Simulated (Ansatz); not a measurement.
Total energies of C2H5AlClNO.

Z-matrix (Å, degrees):
```
C
C 1 1.500
O 1 1.315 2 112.3
Cl 1 1.881 2 98.6 3 120.7
H 1 1.094 2 113.2 3 -132.5
N 2 1.270 1 115.2 3 -6.4
H 2 1.088 1 120.7 3 175.5
Al 3 1.800 1 117.2 2 9.5
H 6 1.013 2 116.8 1 -176.6
H 8 1.588 3 116.3 1 99.1
H 8 1.589 3 112.9 1 -114.7
```

Total charge 0; spin multiplicity 1. The bonds changed during the relaxation, so this is another structure than the one it started from. All single points use the PBE0-D4/def2-TZVP geometry. It is one conformer, not always the lowest. Basis def2-TZVPP, the Gaussian-basis code of Ansatz.

RPA on PBE orbitals: Hartree–Fock energy of these orbitals -909.45931 Eh, correlation -1.67206 Eh (frozen core).

```json
{"functional": "PBE0", "energy without D4 (Eh)": "-911.48068", "D4 term (kJ/mol)": "-24.4"}
{"functional": "CAM-B3LYP", "energy without D4 (Eh)": "-911.91490", "D4 term (kJ/mol)": "-24.7"}
```

Question: Give the same for LDA (SPW92), PBE, revPBE, BLYP, r2SCAN, B97M-V, B3LYP, r2SCANh, r2SCAN0, HSE06 (plane-wave form), BHLYP, LC-ωPBE, ωB97X-V, ωB97M-V, B2PLYP, PBE-QIDH. (Best estimate.)

Answer: Computed: 
```
             functional  energy without D4 (Eh)  D4 term (kJ/mol)
            LDA (SPW92)              -907.74390                 –
                    PBE              -911.41319             -28.8
                 revPBE              -911.78048             -88.0
                   BLYP              -911.92263             -63.6
                 r2SCAN              -911.81842              -7.0
                 B97M-V              -911.78711                 –
                  B3LYP              -912.02615             -46.6
                r2SCANh              -911.80235              -7.5
                r2SCAN0              -911.77985              -8.3
HSE06 (plane-wave form)              -911.45644             -22.7
                  BHLYP              -911.86859             -35.5
                LC-ωPBE              -911.64108                 –
                ωB97X-V              -911.81352                 –
                ωB97M-V              -911.87295                 –
                 B2PLYP              -911.57954                 –
               PBE-QIDH              -911.27911                 –
```

B3LYP takes the VWN-RPA correlation (the form of Gaussian; ORCA's B3LYP/G). HSE06 is the plane-wave form, built on full-range PBE exchange. The double hybrids freeze the cores in their second-order part.

LC-ωPBE has ω = 0.4 bohr⁻¹.
